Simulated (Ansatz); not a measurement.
Ansatz (an electronic-structure program) input:

Ansatz 0.2 input:
```yaml
crystal:
  periodic: [false, false, false]
  atoms:
    - {symbol: C, position_ang: [-1.18777010, -0.12339606, 0.01884716]}
    - {symbol: Si, position_ang: [0.65053722, 0.06050621, -0.01247472]}
    - {symbol: Cl, position_ang: [1.44167719, -1.16432256, -1.41078823]}
    - {symbol: Cl, position_ang: [1.16872540, 1.97291644, -0.46910226]}
    - {symbol: Cl, position_ang: [1.41789262, -0.38575638, 1.80387585]}
    - {symbol: H, position_ang: [-1.77079218, 0.08107971, 0.89908744]}
    - {symbol: H, position_ang: [-1.74950246, -0.42866285, -0.84504890]}
basis:
  gaussian:
    orbitals: def2-TZVP
hamiltonian:
  xc: b3lyp
  dispersion: d3bj
magnetization: {spin_polarized: true, initial_magnetization: 1}
relax: {f_tol: 0.002, max_steps: 150}
```

### Question
Predict the final energy.

### Answer
-1709.65708 Eh (B3LYP-D3(BJ)/def2-TZVP). The basis has 191 functions.

It need not be the lowest isomer of its formula.
